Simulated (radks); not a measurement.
Task: Successive ionisation energies (eV) of one element, from differences of total energies of ions in their ground configurations, starting at charge 22: 650.54, 683.20, 779.55, 830.28, 882.09, 934.96, 988.86, 1043.8, 1113.5, 1171.4, 1230.3, 1290.1, 1350.9, 1412.7, 1475.3, 1796.8, 1856.5, 1916.7, 1977.2, 2038.0, 2115.3, 2178.3. Method: scalar-relativistic Kohn-Sham, BLYP, spin-polarised, spherical densities, finite nucleus; open shells are filled with parallel spins first (spin-orbit coupling, left out, can overturn this in heavy ions); Fermi nuclear charge, rms radius 5.5211 fm; computed with a radial shooting solver on a logarithmic mesh with Libxc functionals. Which element is it?

Result: Bismuth (Z = 83). The first species listed is Bi22+ in [Kr] 4d10 4f13 5s2, the last Bi43+ in [Kr] 4d4.
